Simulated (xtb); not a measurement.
GaI3, SMILES [I][Ga]([I])[I]. All values are semi-empirical tight-binding results from xtb (GFN2-xTB unless named), good for trends rather than for accurate numbers. Coordinates come from a GFN2-xTB optimisation. The isomer is the one that the SMILES or the coordinates give; other isomers of the formula were not compared.

For metal compounds this method's bond lengths and energies can be far off.

```json
{
  "point_group_as_xtb_finds_it": "D3h",
  "orbital_gap": "3.50 eV",
  "zero_point_energy": "1.4 kcal/mol",
  "G − E(el) at 298.15 K (modified RRHO)": "-21.0 kcal/mol"
}
```
